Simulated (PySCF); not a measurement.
AlH3, SMILES [AlH3]. Atoms are numbered in the order given.

```xyz
4

Al     0.0000     0.0000     0.0000
H      1.5827     0.0000     0.0000
H     -0.7913     1.3707     0.0000
H     -0.7913    -1.3707     0.0000
```

The structure is a stationary point at ωB97X-D3(BJ)/def2-TZVPD. The isomer is the one that the SMILES or the coordinates give; other isomers of the formula were not compared.

Two levels are set side by side: PBE/pcSseg-2 (PySCF) and KT2/pcSseg-2 (PySCF). GIAO shifts against TMS (¹H) at the same level; non-relativistic, no solvent, atoms listed together averaged. Differences are taken from unrounded values.

```
quantity                    KT2
-------------------------  ----
δ(¹H) of H2, H3, H4 (ppm)  5.78
```

Task: What does PBE give, and how far is it from KT2? (An estimate is asked for; the answer gives what the named calculation found.)

Result: 
```
quantity                    PBE  PBE minus KT2
-------------------------  ----  -------------
δ(¹H) of H2, H3, H4 (ppm)  5.80           0.02
```

Here PBE gives about what the other level gives.

Rough cost on one machine, each run with all the roots and properties that it gave: KT2 against PBE within a factor of 2.
